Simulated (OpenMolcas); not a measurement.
## Fe2+: ligand-field states by method

Fe2+ with 6 ligands (sulfide) in octahedral coordination (Oh) at 2.56 Å. A charge of +1.67 e stands 2.4 Å behind each ligand. Ligand basis ANO-RCC-VDZP.

| Quantity | Value |
| --- | --- |
| Program | OpenMolcas |
| Basis | ANO-RCC-VTZP [6s5p3d2f1g] |
| Scalar Hamiltonian | DKH2, point nucleus |
| Active space | 6 electrons in 5 orbitals (3d) |
| State averaging | 2S+1 = 5 even, 5 roots; 2S+1 = 3 even, 45 roots; 2S+1 = 1 even, 50 roots |
| Spin-orbit coupling | state interaction with AMFI integrals over the reference wave functions |

I. CASSCF
II. SS-CASPT2, IPEA 0.25 Eh, imaginary shift 0.1 Eh (closed shells correlated: 3s 3p and the ligand valence shells)

Spin-free states (labels of O, the rotations of Oh) in cm-1, each column counted from its own energy of the first state listed:

| State | Degeneracy | I | II |
| --- | --- | --- | --- |
| 5T2 | 3 | 0 | 0 |
| 5E | 2 | 1295 | 1540 |
| 3T1 | 3 | 20982 | 17320 |
| 3T2 | 3 | 21536 | 17500 |
| 3T1 | 3 | 22318 | 18090 |
| 3E | 2 | 22632 | 18780 |
| 3T1 | 3 | 24364 | 17960 |
| 3T2 | 3 | 25238 | 19530 |
| 3T1 | 3 | 25630 | 20040 |
| 3A2 | 1 | 25928 | 20360 |
| 3T2 | 3 | 27108 | 21250 |
| 3E | 2 | 27867 | 22590 |
| 3T1 | 3 | 28559 | 23690 |
| 3A1 | 1 | 28688 | 23560 |
| 1A1 | 1 | 30542 | 26370 |
| 1T1 | 3 | 31354 | 26510 |
| 1T2 | 3 | 32150 | 26160 |
| 1E | 2 | 33249 | 27100 |
| 1A2 | 1 | 33380 | 27310 |
| 1T2 | 3 | 33542 | 27920 |

From I to II, I's first state of the same spin (5E) moves from 1295 to 1540 cm-1, by about +250 cm-1.

From I to II, I's first state of another spin (3T1) moves from 20982 to 17320 cm-1, by about -3700 cm-1.

χT at 300 K: I 4.65, II 4.56 cm3 K/mol.

Roots that are degenerate in the reference are averaged as groups; the widest CASPT2 spread within a group is 360 cm-1 (the 2-fold group of multiplicity 1 near 52800 cm-1 above the lowest state of its run, II). Shifts and gaps below about the spread of the groups concerned are not significant. Over all roots computed the reference weight is 0.60 to 0.63 in II; a low but even weight reflects the number of correlated electrons. An orbital triplet at a regular site is open to Jahn-Teller coupling, which can distort the site and quench the lowest spin-orbit gaps and is left out. The sulfide ions are held by bare point charges, a crude embedding. Ligand-to-metal charge-transfer states are missing. With oxide or sulfide held by bare charges the field of late divalent 3d ions can come out several times too small, and g and χT far too large. With no ligand orbital active B as a rule stays too high, so bands that hang on it stand too high and its fall with covalency is understated. Without dynamic correlation the repulsion within the d shell is too large (B by tens of per cent), so at a given field states of lower spin stand too high (holds for I). CASSCF with metal d orbitals alone favours high spin, so a ground state of lower spin is not ruled out (holds for I). With metal d orbitals alone and no dynamic correlation the field as a rule comes out too small, by tens of per cent, by up to half for chloride and softer ligands, and with too little covalency χT stands high (holds for I). A single d shell leaves out the double-shell effect, which counts most for late 3d ions, where the CASPT2 field can be off either way by tens of per cent (holds for II). These CASPT2 states fit no ligand-field parameters well, so their order and spin gaps are uncertain (holds for II). With one d shell and no ligand orbital active, 10Dq can be off by tens of per cent for divalent 3d ions, low with halides held by bare charges and at times high in hosts (holds for II). Free-ion shares, where given, are those of the reference states; single-state CASPT2 does not remix them (holds for II). No measured value stands beside these numbers; the geometry was imposed, not optimised, and the real ion may take another.
